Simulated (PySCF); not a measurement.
A structure optimised at PBE0-D3(BJ)/def2-SVP, used in a PySCF frequency run:

```xyz
8

C     -2.1207     1.3156     0.0000
Si    -0.3557     0.7394     0.0000
Cl     0.9017     2.3733     0.0000
I      0.0924    -0.5933    -1.9971
I      0.0924    -0.5933     1.9971
H     -2.3089     1.9244     0.8973
H     -2.7998     0.4506     0.0000
H     -2.3089     1.9244    -0.8973
```
Charge 0, spin multiplicity 1.

### Question
Write its SMILES, formula and point group.

### Answer
C[Si](Cl)(I)I, CH3ClI2Si, Cs

### Question
What are its rotational constants (standard atomic weights)?

### Answer
1.1549, 0.45120, 0.37562 GHz
